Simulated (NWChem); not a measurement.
# C₃H₄BrF; SMILES F[C@@H]1C[C@H]1Br

```xyz
9

F      0.7075     2.6832     0.0970
C      0.1435     1.5496    -0.4248
C     -1.2849     1.2397    -0.0799
C     -0.1530     0.4382     0.5220
Br     0.1533    -1.4073     0.0027
H      0.5134     1.3251    -1.4213
H     -1.8036     1.9131     0.5973
H     -1.9043     0.7865    -0.8480
H      0.0797     0.5928     1.5692
```
Atoms are numbered in this order, from 1.

Program: NWChem. Pople sets run with spherical d functions. Geometry: optimised at B3LYP/6-31G* (spherical d). Level: M05-2X/6-31G* with COSMO at NWChem's default radii, gas-phase geometry; rows give the dielectric constant.

```tsv
dielectric constant	electrostatic solvation energy (kcal/mol)	dipole in solution (D)
1.5	-1.3	1.52
2.4	[?]	[?]
3.9	-2.9	1.68
11.7	-3.7	1.77
46.7	-3.9	1.80
```

Some entries are withheld; supply them.


- 2.4, electrostatic solvation energy (kcal/mol): -2.3
- 2.4, dipole in solution (D): 1.61
